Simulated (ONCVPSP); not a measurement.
**Reading a pseudo-wave (zinc (Zn))**

Columns: radius, all-electron u(r) and pseudo u(r) of the 3s shell (level -149.76 eV) of zinc in the configuration [Ne] 3s2 3p6 3d10; PBEsol, scalar-relativistic, ONCV scheme, ONCVPSP 4.0.1.

| r (bohr) | all-electron | pseudo |
| --- | --- | --- |
| 0.050 | 0.2123 | 0.0173 |
| 0.100 | -0.4461 | 0.0569 |
| 0.150 | -0.7196 | 0.1355 |
| 0.200 | -0.5854 | 0.2596 |
| 0.250 | -0.2273 | 0.4254 |
| 0.300 | 0.1953 | 0.6191 |
| 0.350 | 0.5866 | 0.8205 |
| 0.400 | 0.9008 | 1.0078 |
| 0.450 | 1.1268 | 1.1632 |
| 0.500 | 1.2676 | 1.2733 |
| 0.550 | 1.3372 | 1.3340 |
| 0.600 | 1.3509 | 1.3477 |
| 0.650 | 1.3226 | 1.3213 |
| 0.700 | 1.2656 | 1.2654 |
| 0.750 | 1.1900 | 1.1901 |
| 0.800 | 1.1037 | 1.1037 |
| 0.850 | 1.0124 | 1.0124 |
| 0.900 | 0.9206 | 0.9206 |
| 0.950 | 0.8310 | 0.8310 |
| 1.000 | 0.7456 | 0.7456 |
| 1.050 | 0.6657 | 0.6657 |
| 1.100 | 0.5917 | 0.5917 |
| 1.150 | 0.5241 | 0.5241 |
| 1.200 | 0.4627 | 0.4627 |
| 1.250 | 0.4074 | 0.4074 |
| 1.300 | 0.3578 | 0.3578 |

Task: How many radial nodes do the two functions have?

Result: The all-electron 3s function has n − l − 1 = 2; the pseudo-wave has 0, since the states of the same l below it are removed with the core.

Task: At about which radius was the pseudo-wave matched?

Result: 0.90 bohr. The columns agree to 0.0005 from 0.70 bohr on; several derivatives are matched, so the curves merge somewhat inside the radius.

Task: Is the pseudo-wave norm-conserving?

Result: Yes: the ONCV scheme keeps the norm inside the radius equal to the all-electron one, which fixes the energy derivative of the logarithmic derivative at the level.
